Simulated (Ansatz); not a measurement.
The same molecule with X = N, As, Sb. Ansatz, PBE0-D4/def2-TZVP geometries, multiplicity 1.

Elements past krypton have def2 core potentials. Scalar relativity is left out up to krypton.

```tsv
X	molecule	mean X–H bond length / Å	HOMO–LUMO gap (PBE0/def2-TZVPP) / eV	HOMO energy (PBE0/def2-TZVPP) / eV	ideal-gas entropy at 298 K and 1 bar (rigid rotor, harmonic PBE0-D4/def2-TZVP) / J/(mol·K)
N	NH₃	1.013	8.62	-7.58	192
As	`[AsH3]`	1.522	8.49	-7.81	223
```

Task: Give the row for X = Sb, `[SbH3]`. (Estimate.)

Result: Computed: 
```tsv
X	molecule	mean X–H bond length / Å	HOMO–LUMO gap (PBE0/def2-TZVPP) / eV	HOMO energy (PBE0/def2-TZVPP) / eV	ideal-gas entropy at 298 K and 1 bar (rigid rotor, harmonic PBE0-D4/def2-TZVP) / J/(mol·K)
Sb	`[SbH3]`	1.707	7.40	-7.53	233
```

From N to Sb the mean X–H bond length rises at each step, by 0.694 Å in all; the HOMO–LUMO gap (PBE0/def2-TZVPP) falls at each step, by 1.22 eV in all; the HOMO energy (PBE0/def2-TZVPP) isn't monotonic: highest at Sb, lowest at As; the ideal-gas entropy at 298 K and 1 bar (rigid rotor, harmonic PBE0-D4/def2-TZVP) rises at each step, by 41 J/(mol·K) in all. Bonds lengthen as the atom grows down the group.

Spin–orbit coupling is left out; it splits and shifts lone-pair levels of the heavy atoms by tenths of an eV.
